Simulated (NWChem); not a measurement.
Species: Si2H4OF2; SMILES O([SiH2]F)[SiH2]F

```xyz
9

Si    -0.3078     1.5434    -0.3908
F      0.9535     1.9795     0.5255
O     -0.7306    -0.0001    -0.0077
Si    -0.2980    -1.5336     0.4029
F      0.9279    -2.0005    -0.5456
H      0.1152     1.6226    -1.8099
H     -1.4466     2.4333    -0.0646
H     -1.4514    -2.4264     0.1424
H      0.1767    -1.5766     1.8072
```
Atoms are numbered in this order, from 1.

All runs: NWChem. Pople sets run with spherical d functions. Geometry: optimised at PBE0/def2-SVP.

Task: Taking TPSS/6-311++G** as the yardstick, which of these has the fewest basis functions while keeping “dipole (D)” within 0.05 D of it: TPSS/6-31G*; TPSS/6-31+G*; TPSS/STO-3G; TPSS/3-21G; TPSS/6-311G**?

Result: none of them.
```
level            basis functions  dipole (D)  relative time (rough)
---------------  ---------------  ----------  ---------------------
TPSS/STO-3G                   37        0.45                      1
TPSS/3-21G                    61        1.36                      1
TPSS/6-31G*                   86        1.38                      3
TPSS/6-31+G*                 106        1.67                      5
TPSS/6-311G**                130        1.65                      4
TPSS/6-311++G**              154        1.77                      8
```

The yardstick is one finite set, not the basis-set limit.
